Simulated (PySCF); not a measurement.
dimethyl telluride (C2H6Te), singlet, geometry from GFN2-xTB (all electrons, no relativity). Base run: HF/3-21G (PySCF).

Here is a job for PySCF.
```python
from pyscf import gto, scf

mol = gto.Mole()
mol.atom = '''
    C     1.51403960   -0.61814695    0.97361016
    Te    0.01637111    0.19648656   -0.35400888
    C    -1.60205503   -0.43829160    0.92933228
    H     1.38011691   -1.68745138    1.07645886
    H     2.48866467   -0.41855255    0.54994310
    H     1.44343271   -0.14926988    1.94678120
    H    -1.59498997   -1.51573359    1.03418433
    H    -2.53486000   -0.12860379    0.47856174
    H    -1.50556944    0.02094119    1.90487761
'''
mol.basis = '3-21g'
mol.verbose = 4
mol.symmetry = True
mol.build()

mf = scf.RHF(mol)
mf.kernel()
mf.analyze()
```

The base run was repeated with changes; each row names its change, and settings that it needs were set with it.

```
change                     ΔE vs base (mEh)  point group used  SCF cycles
-------------------------  ----------------  ----------------  ----------
base                                  0.000                Cs           8
irrep_nelec = A':44 A":26             367.3                Cs           8
irrep_nelec = A':48 A":22             774.2                Cs          11
symmetry = off                        0.000                C1           8
```
